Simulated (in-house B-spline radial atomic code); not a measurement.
Ionisation energies with and without relativity, with size and susceptibility from the Dirac run. Dirac energy differences include first-order Breit, QED and recoil terms. NIST's values go from ground level to ground level; the uncertainty of those that are theory runs from under 0.1 % in few-electron ions to several per cent in heavy many-electron ones. Computed with a radial B-spline atomic code at the basis-set limit: non-relativistic Hartree-Fock and Dirac-Hartree-Fock, averages of the configuration (point nuclei without relativity, finite nuclei with it).

```csv
ion,configuration,configuration after,ionisation non-relativistic (eV),ionisation Dirac Breit and QED (eV),tabulated value (eV),radius at density 0.001 (bohr),diamagnetic susceptibility (10⁻⁶ cm³/mol)
As4+,[Ar] 3d10 4s1,[Ar] 3d10,60.82,61.66,62.77,2.862,-9.9091
Se4+,[Ar] 3d10 4s2,[Ar] 3d10 4s1,64.64,65.56,68.3,2.966,-11.174
Br4+,[Ar] 3d10 4s2 4p1,[Ar] 3d10 4s2,58.17,58.32,59.595,3.063,-12.591
Kr4+,[Ar] 3d10 4s2 4p2,[Ar] 3d10 4s2 4p1,62.30,62.48,64.69,3.071,-13.637
Rb4+,[Ar] 3d10 4s2 4p3,[Ar] 3d10 4s2 4p2,66.51,66.71,68.44,3.044,-14.406
Sr4+,[Ar] 3d10 4s2 4p4,[Ar] 3d10 4s2 4p3,70.78,71.01,70.7,3,-14.964
Zr4+,[Ar] 3d10 4s2 4p6,[Ar] 3d10 4s2 4p5,?,?,?,?,?
Nb4+,[Kr] 4d1,[Ar] 3d10 4s2 4p6,?,?,?,?,?
Mo4+,[Kr] 4d2,[Kr] 4d1,?,?,?,?,?
Tc4+,[Kr] 4d3,[Kr] 4d2,55.92,55.30,57,3.021,-17.671
Ru4+,[Kr] 4d4,[Kr] 4d3,58.88,58.22,59,2.994,-17.934
Rh4+,[Kr] 4d5,[Kr] 4d4,61.82,61.12,63,2.958,-18.079
```

(1) Fill in the row of Zr4+.

(2) Fill in the row of Nb4+.

(3) Fill in the row of Mo4+.

Results:

(1) ionisation non-relativistic (eV): 79.56; ionisation Dirac Breit and QED (eV): 79.85; tabulated value (eV): 80.348; radius at density 0.001 (bohr): 2.894; diamagnetic susceptibility (10⁻⁶ cm³/mol): -15.633.

(2) ionisation non-relativistic (eV): 49.93; ionisation Dirac Breit and QED (eV): 49.37; tabulated value (eV): 50.5728; radius at density 0.001 (bohr): 2.998; diamagnetic susceptibility (10⁻⁶ cm³/mol): -16.598.

(3) ionisation non-relativistic (eV): 52.94; ionisation Dirac Breit and QED (eV): 52.35; tabulated value (eV): 54.417; radius at density 0.001 (bohr): 3.028; diamagnetic susceptibility (10⁻⁶ cm³/mol): -17.247.
